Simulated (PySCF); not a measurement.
Members of one series of related molecules.

All values: PBE0/pcSseg-1 (PySCF) at GFN2-xTB geometries, gas phase, one conformer each.

Problem. Rank by LUMO energy, lowest first.
A. `C#C/C(=C\F)C(=O)NC`
B. `C#C[C@@H](C(=O)NC)C(F)F`
C. `C=C[C@H](C(NC)=O)CF`
D. `C#C[C@H](CCF)C(=O)NC`

Solution. A (-1.46 eV), C (-0.25 eV), B (0.23 eV), D (0.39 eV).

Problem. Rank by the lowest Hirshfeld charge on any atom, highest value first.
A. `C=C[C@@H](CF)C(=O)NC`
B. `C#C[C@H](CCF)C(=O)NC`
C. `C#C[C@@H]1C(=O)NC[C@@H]1F`

Solution. B (-0.263 e), A (-0.276 e), C (-0.291 e).

Problem. Rank by dipole moment, lowest first.
A. `[CH:1]#[C:2][C@@H:3]([CH2:4][F:5])[C:6]([NH2:7])=[O:8]` with C2–C3–C4–F5 -78°, C2–C3–C6–N7 39°, C3–C6–N7–H -8° and -179°
B. `[CH:1]#[C:2][C@H:3]([CH2:4][CH2:5][F:6])[C:7](=[O:8])[NH:9][CH3:10]` with C2–C3–C4–C5 167°, C3–C4–C5–F6 -64°, C2–C3–C7–O8 124°, C3–C7–N9–C10 177°
C. `[CH:1]#[C:2][C@@H:3]1[C:4](=[O:5])[NH:6][CH2:7][C@@H:8]1[F:9]` with C2–C3–C4–O5 81°, C3–C4–N6–C7 -1°, C4–N6–C7–C8 -18°, N6–C7–C8–F9 151°
D. `[CH2:1]=[CH:2][C@@H:3]([CH2:4][F:5])[C:6](=[O:7])[NH:8][CH3:9]` with C1–C2–C3–C4 127°, C2–C3–C4–F5 -68°, C2–C3–C6–O7 -127°, C3–C6–N8–C9 -179°

Solution. B (2.85 D), C (3.28 D), A (3.76 D), D (3.93 D).

All values together:

```json
{"SMILES": "C#C[C@@H]1C(=O)NC[C@@H]1F", "formula": "C6H6FNO", "μ (D)": "3.28", "HOMO (eV)": "-7.42", "LUMO (eV)": "0.19", "lowest IAO charge (e)": "-0.472 (O)", "highest IAO charge (e)": "+0.443 (C)", "lowest Hirshfeld charge (e)": "-0.291 (O)", "highest Hirshfeld charge (e)": "+0.173 (C)"}
{"SMILES": "C#C[C@@H](CF)C(N)=O", "formula": "C5H6FNO", "μ (D)": "3.76", "HOMO (eV)": "-7.63", "LUMO (eV)": "0.24", "lowest IAO charge (e)": "-0.501 (N)", "highest IAO charge (e)": "+0.450 (C)", "lowest Hirshfeld charge (e)": "-0.277 (O)", "highest Hirshfeld charge (e)": "+0.186 (C)"}
{"SMILES": "C#C/C(=C\\F)C(=O)NC", "formula": "C6H6FNO", "μ (D)": "3.24", "HOMO (eV)": "-7.39", "LUMO (eV)": "-1.46", "lowest IAO charge (e)": "-0.520 (O)", "highest IAO charge (e)": "+0.430 (C)", "lowest Hirshfeld charge (e)": "-0.288 (O)", "highest Hirshfeld charge (e)": "+0.166 (C)"}
{"SMILES": "C=C[C@@H](CF)C(=O)NC", "formula": "C6H10FNO", "μ (D)": "3.93", "HOMO (eV)": "-7.32", "LUMO (eV)": "-0.25", "lowest IAO charge (e)": "-0.508 (O)", "highest IAO charge (e)": "+0.425 (C)", "lowest Hirshfeld charge (e)": "-0.276 (O)", "highest Hirshfeld charge (e)": "+0.176 (C)"}
{"SMILES": "C#C[C@H](CCF)C(=O)NC", "formula": "C7H10FNO", "μ (D)": "2.85", "HOMO (eV)": "-7.43", "LUMO (eV)": "0.39", "lowest IAO charge (e)": "-0.503 (O)", "highest IAO charge (e)": "+0.433 (C)", "lowest Hirshfeld charge (e)": "-0.263 (O)", "highest Hirshfeld charge (e)": "+0.182 (C)"}
{"SMILES": "C#C[C@@H](C(=O)NC)C(F)F", "formula": "C6H7F2NO", "μ (D)": "2.82", "HOMO (eV)": "-7.57", "LUMO (eV)": "0.23", "lowest IAO charge (e)": "-0.503 (O)", "highest IAO charge (e)": "+0.457 (C)", "lowest Hirshfeld charge (e)": "-0.286 (O)", "highest Hirshfeld charge (e)": "+0.172 (C)"}
```

Conformers: `[CH:1]#[C:2][C@@H:3]1[C:4](=[O:5])[NH:6][CH2:7][C@@H:8]1[F:9]` with C2–C3–C4–O5 81°, C3–C4–N6–C7 -1°, C4–N6–C7–C8 -18°, N6–C7–C8–F9 151°; `[CH:1]#[C:2][C@@H:3]([CH2:4][F:5])[C:6]([NH2:7])=[O:8]` with C2–C3–C4–F5 -78°, C2–C3–C6–N7 39°, C3–C6–N7–H -8° and -179°; `[CH:1]#[C:2]/[C:3](=[CH:4]\[F:5])[C:6](=[O:7])[NH:8][CH3:9]` with C2–C3–C6–O7 180°, C3–C6–N8–C9 180°; `[CH2:1]=[CH:2][C@@H:3]([CH2:4][F:5])[C:6](=[O:7])[NH:8][CH3:9]` with C1–C2–C3–C4 127°, C2–C3–C4–F5 -68°, C2–C3–C6–O7 -127°, C3–C6–N8–C9 -179°; `[CH:1]#[C:2][C@H:3]([CH2:4][CH2:5][F:6])[C:7](=[O:8])[NH:9][CH3:10]` with C2–C3–C4–C5 167°, C3–C4–C5–F6 -64°, C2–C3–C7–O8 124°, C3–C7–N9–C10 177°; `[CH:1]#[C:2][C@@H:3]([C:4](=[O:5])[NH:6][CH3:7])[CH:8]([F:9])[F:10]` with C2–C3–C4–O5 -152°, C3–C4–N6–C7 177°, C2–C3–C8–F9 -58°.
